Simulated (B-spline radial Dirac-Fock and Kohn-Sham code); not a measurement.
# Dipole and non-dipole photoemission parameters of Ti²⁺ 3d5/2

System: titanium as Ti²⁺, configuration [Ar] 3d2; threshold 24.83 eV (orbital energy of the model). Calculated with a radial finite-basis atomic code, using Dirac-Hartree-Slater photoionisation with a Latter tail; cross sections with all multipoles, angular parameters from the dipole term and its interference with E2.

The run's input, task.json:

```json
{"items": [{
  "Z": 22,
  "q": 2,
  "cfg": [[1, 0, 2], [2, 0, 2], [2, 1, 6], [3, 0, 2], [3, 1, 6], [3, 2, 2]],
  "A": 48,
  "rrms": 3.5921,
  "do": "xps",
  "hv": [60, 61.5, 87.8, 90.4, 193.0, 200, 308.0, 400, 443.0, 658.0, 749.0, 800, 830.0, 836.0, 856.0, 999.0, 1750.0, 2360.0, 2550.0, 2984.4, 4000, 4530.0, 5250.0, 6000, 7170.0, 7650.0, 8490.0, 9251.7, 9300.0, 10200.0]
}]}
```

Run with: `python xray2_run.py task.json out`

For linearly polarised light dσ/dΩ = σ/(4π) [1 + β P₂(cos θ) + (δ + γ cos²θ) sin θ cos φ], with θ from the polarisation vector and φ the angle between the beam and the projection of the electron momentum on the plane normal to the polarisation.

| hν (eV) | σ (kb) | β | γ | δ |
| --- | --- | --- | --- | --- |
| 60 | 1460 | 0.764 | 0.013 | 0.013 |
| 61.5 | 1400 | 0.780 | 0.014 | 0.013 |
| 87.8 | 724 | 0.992 | 0.028 | 0.016 |
| 90.4 | 681 | 1.008 | 0.029 | 0.016 |
| 193 | 101 | 1.260 | 0.116 | 0.026 |
| 200 | 91.7 | 1.263 | 0.122 | 0.027 |
| 308 | 25.5 | 1.251 | 0.200 | 0.035 |
| 400 | 11.3 | 1.201 | 0.256 | 0.042 |
| 443 | 8.12 | 1.174 | 0.279 | 0.045 |
| 658 | 2.15 | 1.043 | 0.372 | 0.063 |
| 749 | 1.37 | 0.993 | 0.401 | 0.070 |
| 800 | 1.09 | 0.967 | 0.415 | 0.074 |
| 830 | 0.958 | 0.952 | 0.423 | 0.076 |
| 836 | 0.934 | 0.949 | 0.425 | 0.077 |
| 856 | 0.858 | 0.940 | 0.430 | 0.078 |
| 999 | 0.493 | 0.879 | 0.465 | 0.090 |
| 1750 | 0.0594 | 0.669 | 0.598 | 0.149 |
| 2360 | 0.0180 | 0.568 | 0.668 | 0.194 |
| 2550 | 0.0131 | 0.543 | 0.684 | 0.207 |
| 2984.4 | 0.00684 | 0.494 | 0.711 | 0.235 |
| 4000 | 0.00199 | 0.411 | 0.751 | 0.298 |
| 4530 | ? | ? | ? | ? |
| 5250 | 0.000617 | 0.350 | 0.775 | 0.366 |
| 6000 | 0.000345 | 0.327 | 0.783 | 0.404 |
| 7170 | 0.000158 | 0.302 | 0.799 | 0.458 |
| 7650 | 0.000118 | 0.295 | 0.805 | 0.478 |
| 8490 | 7.46e-05 | 0.284 | 0.818 | 0.513 |
| 9251.7 | 5.09e-05 | 0.275 | 0.831 | 0.544 |
| 9300 | 4.97e-05 | 0.274 | 0.832 | 0.545 |
| 10200 | 3.28e-05 | 0.264 | 0.846 | 0.580 |

Question: Give the values at 4530 eV.

Answer: σ = 0.00117 kb, β = 0.381, γ = 0.763, δ = 0.327.
